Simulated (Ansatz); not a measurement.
System: ReF2 (charge 0, sextet). The spin state was set by rule; other spins were not relaxed. 
Structure (B3LYP-D3(BJ)/def2-TZVP (Ansatz, an electronic-structure program) minimum search):
```xyz
3

Re     0.0000     0.0000     0.0000
F      0.0000     0.0000    -1.9296
F      0.0000     0.0000     1.9296
```
Charge 0, spin multiplicity 6.

Basis-set convergence of Hartree-Fock and MP2 correlation energies (hartree) with Ansatz. Valence correlation only, unless marked. Open shells are spin-unrestricted. Spin-orbit coupling is left out. The frozen core is the preceding noble-gas configuration, with the filled d and f shells of earlier blocks. In def2 rows, elements after Kr have scalar-relativistic effective core potentials.

| basis | functions | E(HF) | E(corr, MP2) |
|---|---|---|---|
| def2-SVP | 60 | -276.33530 | -0.47167 |
| def2-TZVPP | 118 | ___ | ___ |

Task: Complete the blanks.

Result: 
- def2-TZVPP, E(HF): -276.60408
- def2-TZVPP, E(corr, MP2): -0.64176
